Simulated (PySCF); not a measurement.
Species: C₆H₁₃F.
SMILES with atom numbers: `[CH3:1][CH:2]([CH3:3])[CH2:4][CH2:5][CH2:6][F:7]` (hydrogens: H8, H9, H10 on C1; H11 on C2; H12, H13, H14 on C3; H15, H16 on C4; H17, H18 on C5; H19, H20 on C6)

Computed geometry: GFN2-xTB, gas phase.

Q: List the bond lengths, angles and torsions at this level.

A: 
```json
{"bond": "C1–C2, C2–C3", "length (pm)": "152.8"}
{"bond": "C2–C4", "length (pm)": "153.2"}
{"bond": "C4–C5", "length (pm)": "152.8"}
{"bond": "C5–C6", "length (pm)": "152.2"}
{"bond": "C6–F7", "length (pm)": "137.6"}
{"bond": "C1–H8 and 5 like bonds", "length (pm)": "108.8"}
{"bond": "C2–H11", "length (pm)": "109.6"}
{"bond": "C4–H15, C4–H16", "length (pm)": "109.3"}
{"bond": "C5–H17, C5–H18", "length (pm)": "109.1"}
{"bond": "C6–H19, C6–H20", "length (pm)": "109.5"}
```

Bonds in one row agree within 1 pm and their mean is given. A selection of angles:
```json
{"angle": "C2–C1–H8", "degrees": "111.4"}
{"angle": "C2–C1–H9", "degrees": "110.4"}
{"angle": "H8–C1–H9", "degrees": "108.6"}
{"angle": "H8–C1–H10", "degrees": "108.0"}
{"angle": "C1–C2–C3", "degrees": "109.8"}
{"angle": "C1–C2–C4", "degrees": "111.8"}
{"angle": "C1–C2–H11", "degrees": "108.5"}
{"angle": "C3–C2–C4", "degrees": "109.6"}
{"angle": "C3–C2–H11", "degrees": "108.4"}
{"angle": "C4–C2–H11", "degrees": "108.6"}
{"angle": "C2–C4–C5", "degrees": "113.8"}
{"angle": "C2–C4–H15", "degrees": "109.1"}
{"angle": "C5–C4–H15", "degrees": "109.2"}
{"angle": "C5–C4–H16", "degrees": "108.2"}
{"angle": "H15–C4–H16", "degrees": "107.7"}
{"angle": "C4–C5–C6", "degrees": "111.6"}
{"angle": "C4–C5–H17", "degrees": "110.7"}
{"angle": "C4–C5–H18", "degrees": "109.6"}
{"angle": "C6–C5–H17", "degrees": "107.7"}
{"angle": "C6–C5–H18", "degrees": "108.7"}
{"angle": "H17–C5–H18", "degrees": "108.5"}
{"angle": "C5–C6–F7", "degrees": "110.7"}
{"angle": "C5–C6–H19", "degrees": "111.6"}
{"angle": "F7–C6–H19", "degrees": "106.4"}
{"angle": "H19–C6–H20", "degrees": "109.9"}
```

Dihedral angles: C1–C2–C4–C5 -64° (synclinal); C2–C4–C5–C6 -175° (antiperiplanar); C4–C5–C6–F7 66° (synclinal). The mirror-image conformer, all signs reversed, is as good.

Of the pairs four or more bonds apart, H8···H17 is among the closest relative to their van der Waals radii: 2.29 Å, 95 % of the sum of Bondi's values.

Point group: C1 (no symmetry element, even within 0.4 Å). Whether it is a minimum is left open (no frequencies). The numbers are those of one conformer.
